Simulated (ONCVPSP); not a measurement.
# P: variants of one ONCV potential

Base potential:

* Element: phosphorus (P)
* Generator: ONCVPSP 4.0.1
* Type: optimised norm-conserving Vanderbilt (ONCV)
* Functional: PBE
* Relativity: scalar-relativistic
* Frozen core: [Ne]
* Valence charge: 5
* Reference configuration: 3s2 3p1 (charge +2)
* Partial waves: 3s: rc 1.65 bohr, ncon 5, nbas 10, qcut 3.3 1/bohr, 2 projectors, debl 2.7 Ha; 3p: rc 1.45 bohr, ncon 3, nbas 7, qcut 5.4 1/bohr, 3 projectors, debl 1.7 Ha
* Local potential: polynomial inside 1.40 bohr (lpopt 5, dvloc0 0 Ha)
* Core correction: polynomial model core, fcfact 0.45

All-electron outer shells of the reference configuration (PBE, scalar-relativistic, ld1.x):

```csv
shell,level (eV),outermost node (bohr),outermost maximum (bohr)
2s,-197.53,0.14,0.42
2p,-148.09,–,0.36
3s,-33.96,0.65,1.52
3p,-24.28,0.63,1.68
```

Cutoffs, loose and tight: the cutoffs (Ha) at which the residual kinetic energy of the hardest occupied pseudo-wave falls to 1 and 0.1 mHa per electron. They do not see the model core or the augmentation charge, which bear on the density cutoff. Test errors are all-electron minus pseudo excitation energies from the reference, over the configurations 3s2 3p3; 3s2 3p2; 3s2 3p0; 3s1 3p0. A dash means not determined; rows that change the core or the reference have their own tests.

A true bound ghost makes a file unfit for plane-wave use even where its test errors are small: the radial tests pick states by their node count and pass the ghost by.

```csv
change,outcome,"cutoff, loose","cutoff, tight",bound ghosts,GHOST(+) flags above zero,largest test error (meV)
base,generated,62 Ha,104 Ha,p,s,+48
p: qcut 3.2,generated,62 Ha,104 Ha,p,"s, p",+45
"local potential polynomial inside 1.05 bohr (lpopt 5, dvloc0 4 Ha)",generated,62 Ha,104 Ha,p,s,+48
"core correction polynomial model core, fcfact 0.08",generated,62 Ha,104 Ha,p,s,+96
```

Problem. What comes out with this change to the base: s: nbas 9?

Solution. outcome: generated; cutoff, loose: 59 Ha; cutoff, tight: 78 Ha; bound ghosts: p; GHOST(+) flags above zero: s; largest test error (meV): +58.

Problem. What comes out with this change to the base: reference 3s2 3p3; s: rc 1.45, qcut 3.8?

Solution. outcome: generated; cutoff, loose: 17 Ha; cutoff, tight: 66 Ha; bound ghosts: p; GHOST(+) flags above zero: s; largest test error (meV): +49.

Problem. What comes out with this change to the base: functional PBEsol?

Solution. outcome: generated; cutoff, loose: 63 Ha; cutoff, tight: 104 Ha; bound ghosts: p; GHOST(+) flags above zero: s; largest test error (meV): +32.
